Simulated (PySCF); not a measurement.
## Be (beryllium, neutral) across methods

[He] 2s1 2p1, 2s spin antiparallel (an excited configuration). Computed with PySCF 2.14 in dyall-acv3z (15s9p4d2f, 76 functions), with the spin-free X2C one-electron Hamiltonian (Gaussian nucleus).

```csv
method,E (hartree),mean ε 1s α (eV),mean ε 2s β (eV),mean ε 2p α (eV),Σ⟨r²⟩ (bohr²),⟨S²⟩
r2SCAN,-14.5374,-109.85,-6.524,-2.922,20.42,1.000
PBE0,-14.5167,-113.14,-7.212,-3.431,20.46,1.000
LC-wPBE,-14.5139,-113.31,-9.615,-5.417,19.86,1.000
PBE,-14.5147,-107.39,-6.274,-2.775,20.42,1.000
PW91,-14.5322,-107.61,-6.291,-2.799,20.40,1.000
BHandHLYP,-14.5401,-119.06,-7.928,-3.964,20.45,1.000
LDA,-14.3287,-106.07,-6.184,-2.686,20.65,1.000
UHF,-14.44780,-129.91,-9.536,-4.778,22.16,1.000
```

Q: Estimate the same row for BLYP.

A: E (hartree) = -14.5482; mean ε 1s α (eV) = -107.63; mean ε 2s β (eV) = -6.054; mean ε 2p α (eV) = -2.664; Σ⟨r²⟩ (bohr²) = 20.30; ⟨S²⟩ = 1.000.

With the s spin flipped the determinant is a mixture of two multiplicities, not a spectroscopic state.
